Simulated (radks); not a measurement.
Results of a calculation; reference values are marked as such.
Question: The table gives one normalised radial function P(r) = r R(r) of Au40+ in [Kr] 4d3 (r in bohr). Level of theory: scalar-relativistic Kohn-Sham, r2SCAN, spin-polarised, spherical densities, finite nucleus; open shells are filled with parallel spins first (spin-orbit coupling, left out, can overturn this in heavy ions); meta-GGA in the generalised Kohn-Sham scheme; Fermi nuclear charge, rms radius 5.4371 fm (a radial shooting solver on a logarithmic mesh with Libxc functionals).

r          P
0.001773  0.0002
0.00229   0.0005
0.002935  0.0009
0.003791  0.0018
0.004897  0.0036
0.006326  0.0072
0.008171  0.0141
0.01056   0.0276
0.01363   0.0531
0.01761   0.1003
0.02275   0.1848
0.02939   0.3296
0.03766   0.5541
0.04865   0.8976
0.06284   1.3571
0.08118   1.8812
0.1049    2.3408
0.1355    2.5456
0.175     2.3375
0.226     1.7382
0.292     0.9927
0.3771    0.4095
0.4872    0.1107
0.6243    0.0186
0.8064    0.0015
1.042     0.0000
1.346     0.0000
1.738     0.0000

Which n and l does it have? It may be an empty orbital.

Answer: n = 3, l = 2: the number of nodes gives n - l - 1 = 0, the rise at small r (about r^(l+1), flatter next to the nucleus through relativity) gives l, and the extent must fit the shell. The curve is that of 3d up; the table hardly tells the two spins apart. 3d up: eigenvalue -3996.7 eV, 0 radial nodes, <r> = 0.165 bohr, 90 % of the charge inside 0.255 bohr.
